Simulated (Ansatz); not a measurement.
Basis-set extrapolation for `[CH3][Al-]([CH3])([F])[PH3+]` (PBE0-D4/def2-TZVP geometry, frozen core, Ansatz 0.2.0). Multiplicity 1, RHF reference.

```csv
,def2-TZVPP,def2-QZVPP
HF,-763.262094,-763.288383
MP2 correlation,-0.866687,-0.932963
CCSD(T) correlation,-0.958754,not run
```

Energies in hartree. Use E(X) = E(∞) + A·exp(−7.88·√X) for Hartree–Fock and E(X) = E(∞) + B·X^(−2.97) for correlation, with X = 3 and 4, and add CCSD(T) minus MP2 of the smaller set to the MP2 limit.

Problem. What is the CCSD(T) energy at the basis-set limit?

Solution. HF limit: -763.288383 + (-0.026289) × 0.13774 = -763.29200. MP2 limit: -0.932963 + (-0.066276) × 0.74074 = -0.98206. Higher-order term: -0.958754 − (-0.866687) = -0.09207. Total: -764.36613 hartree, 381.4 kJ/mol below CCSD(T)/def2-TZVPP.
